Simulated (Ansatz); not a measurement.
Cartesian coordinates in Å:
```
O 0.803 -0.609 -2.296
C 0.044 -1.280 -1.629
Al -0.398 -0.494 0.185
O -1.428 -1.270 1.283
Si 0.625 1.650 0.756
H -0.329 -2.240 -2.067
H -1.872 -2.106 1.152
H 0.208 2.116 2.107
H 2.110 1.540 0.742
H 0.237 2.694 -0.233
```

Charge 0, multiplicity 1.

**Question.** List the PBE0/def2-TZVPP orbital energies in eV (the Gaussian-basis code of Ansatz). (Best estimate.)

**Answer.** Ansatz gave: Occupied: -1802.28, -1528.11, -523.09, -522.54, -280.33, -144.66, -113.98, -99.31, -99.31, -99.30, -74.09, -73.92, -73.89, -29.55, -27.56, -16.74, -15.07, -14.37, -13.19, -12.20, -11.33, -10.08, -9.78, -9.68, -9.59, -8.33, -6.58. Lowest empty: -2.25, -0.44, -0.30, 0.28, 1.13, 1.68, 1.84, 2.07.
